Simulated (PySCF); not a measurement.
Ligands exchanged one at a time, Al OH-SH. All species are isolated molecules in the gas phase. One relaxed conformer stands for each flexible species; it need not be the lowest. Strings in code marks are SMILES.

The T1 excitation (TDA) from two functionals at the same geometries (B3LYP-D3(BJ)/def2-TZVP), both in PySCF: PBE-D3(BJ)/def2-TZVP and B3LYP-D3(BJ)/def2-TZVP. B3LYP has the VWN-RPA correlation part, as in Gaussian. Excitations are Tamm–Dancoff values on a coarser integration grid. The basis has no diffuse functions, so Rydberg states are missing or too high.

| species | B3LYP-D3(BJ)/def2-TZVP (eV) |
|---|---|
| 0 of 3 OH replaced by SH (`[OH][Al]([OH])[OH]`) | 6.41 |
| 1 of 3 OH replaced by SH (`[OH][Al]([OH])[SH]`) | 5.30 |
| 2 of 3 OH replaced by SH (`[OH][Al]([SH])[SH]`) | 5.18 |
| 3 of 3 OH replaced by SH (`[SH][Al]([SH])[SH]`) | 5.25 |

What does PBE-D3(BJ)/def2-TZVP give for each?


- 0 of 3 OH replaced by SH (`[OH][Al]([OH])[OH]`): 5.80
- 1 of 3 OH replaced by SH (`[OH][Al]([OH])[SH]`): 4.93
- 2 of 3 OH replaced by SH (`[OH][Al]([SH])[SH]`): 4.80
- 3 of 3 OH replaced by SH (`[SH][Al]([SH])[SH]`): 4.86
Over these rows, drawn at random from the members with no instability flagged (it was tested for open shells, ions and some series alone), PBE minus B3LYP-D3(BJ): mean -0.44 eV, from -0.61 eV to -0.37 eV.
